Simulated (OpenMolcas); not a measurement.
## Ionisation energies of silicon

```yaml
Program: OpenMolcas
Basis: ANO-R2 [5s4p3d1f]
Scalar_Hamiltonian: X2C, finite nucleus
Spin-orbit_coupling: RASSI with atomic mean-field integrals over the reference wave functions, term energies averaged over their components
```

Active shells in each charge state: the valence s, p shells, with orbitals averaged over the low states. Where CASPT2's correlated closed shells are named, they are those of the first ion.

A. CASSCF
B. SS-CASPT2, IPEA 0.25 Eh, imaginary shift 0.1 Eh (closed shells correlated: 2s 2p)
C. SS-CASPT2, IPEA 0.25 Eh, imaginary shift 0.1 Eh (closed shells correlated: none)
D. SS-CASPT2, IPEA 0 Eh, imaginary shift 0.1 Eh (closed shells correlated: 2s 2p)

Energies in eV between the lowest computed levels, named as in B; reference values from the NIST Atomic Spectra Database with their kind.

```csv
From,To,A,B,C,D,Spin-orbit share in B,Reference
Si 3s2 3p2 3P0,Si+ 3s2 3p 2P* 1/2,7.277,7.910,7.881,8.038,-0.005,8.152 (measured)
Si+ 3s2 3p 2P* 1/2,Si2+ 3s2 1S0,15.231,16.020,15.949,16.157,+0.021,16.346 (measured)
Si2+ 3s2 1S0,Si3+ 3s 2S 1/2,33.148,33.325,33.209,33.326,+0.000,33.493 (measured)
Si3+ 3s 2S 1/2,Si4+ 2p6 1S0,44.721,44.979,44.721,44.985,+0.000,45.142 (measured)
```

Steps that some method lacks are left out, and so are those with a state whose active s or d shell is doubly occupied in every root (s and p with five to eight electrons, d10) over a frozen core shell of the same l, since the two then mix freely.

Error against the reference values, in %:

```json
{"From": "Si", "Reference": "measured", "A": "-10.7", "B": "-3.0", "C": "-3.3", "D": "-1.4"}
{"From": "Si+", "Reference": "measured", "A": "-6.8", "B": "-2.0", "C": "-2.4", "D": "-1.2"}
{"From": "Si2+", "Reference": "measured", "A": "-1.0", "B": "-0.5", "C": "-0.8", "D": "-0.5"}
{"From": "Si3+", "Reference": "measured", "A": "-0.9", "B": "-0.4", "C": "-0.9", "D": "-0.3"}
```

Mean absolute error over the 4 measured values: A 0.69 eV, B 0.22 eV, C 0.34 eV, D 0.16 eV. D lies closest.

* marks odd parity.
